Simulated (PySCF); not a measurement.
Computed shifts of a molecule CH6O3Si, B3LYP/pcSseg-1 (PySCF), GIAO, gas phase, equivalent atoms averaged, in ppm (number of nuclei): ¹³C: -1.9 (1). ²⁹Si: -25.2 (1). ¹H: 2.01 (3), 0.46 (3). References: ¹³C against TMS (σ = 181.3 ppm); ²⁹Si against TMS (σ = 338.7 ppm); ¹⁷O against H2O (σ = 333.8 ppm); ¹H against TMS (σ = 31.68 ppm), references at their B3LYP-D3(BJ)/def2-TZVP geometries, non-relativistic. Geometry optimised at B3LYP-D3(BJ)/def2-SVP. A frequency run showed that this geometry is not a minimum. The values are those of a single conformer.

Problem. Identify the compound among the candidates.
(A) C[Si](O)(O)O
(B) OC[SiH](O)O
(C) CO[SiH](O)O

Solution. A, C[Si](O)(O)O
